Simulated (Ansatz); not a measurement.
`[OH][Mo]([F])([F])(=[S])[Cl]` + H–F → `[OH][Mo]([F])([F])([F])=[S]` + HCl at 700 K and 1 bar (ligand exchange at a Mo–Cl bond).

Gas-phase electronic energies from Ansatz, PBE0-D4/def2-TZVP geometries. CCSD(T)/CBS adds triple-zeta CCSD(T) − MP2 to the extrapolated MP2 energy (def2 sets, frozen cores). This one scheme is used for every species. def2 core potentials past Kr. For Mo outer-core shells are correlated without core-valence functions, which leaves a few kJ/mol of doubt a bond. One conformer a species, not always the lowest.

```csv
species,CCSD(T)/CBS energy (Eh),H − E (kJ/mol),S (J/(mol·K))
`[OH][Mo]([F])([F])(=[S])[Cl]`,-1201.21916,133.5,494.3
H–F,-100.39570,45.2,198.5
`[OH][Mo]([F])([F])([F])=[S]`,-841.23177,134.3,482.2
HCl,-460.38127,38.4,211.8
```

H − E and S are ideal-gas, rigid-rotor, harmonic terms from PBE0-D4/def2-TZVP, for one conformer and one mirror image of each species. 1 Eh = 2625.50 kJ/mol, R = 8.31446 J/(mol·K).

Q: By hand: ΔE, ΔH, ΔS and ΔG.

A: ΔE = (-841.23177) + (-460.38127) − (-1201.21916) − (-100.39570) = 0.00182 Eh = 4.8 kJ/mol. Δ(H − E) = 134.3 + 38.4 − 133.5 − 45.2 = -6.0, so ΔH = -1.2 kJ/mol. ΔS = 482.2 + 211.8 − 494.3 − 198.5 = 1.2 J/(mol·K). ΔG = -1.2 − 700 × (1.2)/1000 = -2.0 kJ/mol.

Q: By hand: the equilibrium constant, and the temperature at which ΔG would vanish if ΔH and ΔS stayed fixed.

A: log₁₀ K = −ΔG/(RT ln 10) = 0.1. ΔH and −TΔS have one sign here, so there is no such temperature.

TΔS isn't small against ΔH here. The sign of ΔG lies within the doubt. A doubt of 5 kJ/mol in ΔE shifts log₁₀ K by 0.4 here. Other conformers and mirror images would add mixing entropy, several J/(mol·K) or more a flexible species. These are equilibria of isolated gas molecules and say nothing of rates. Largest T1 diagnostic: 0.024 (customary marks: 0.02 for closed shells, 0.045 for open ones).

ΔS is within the doubt of such terms, so its sign, and with it that verdict, could turn.
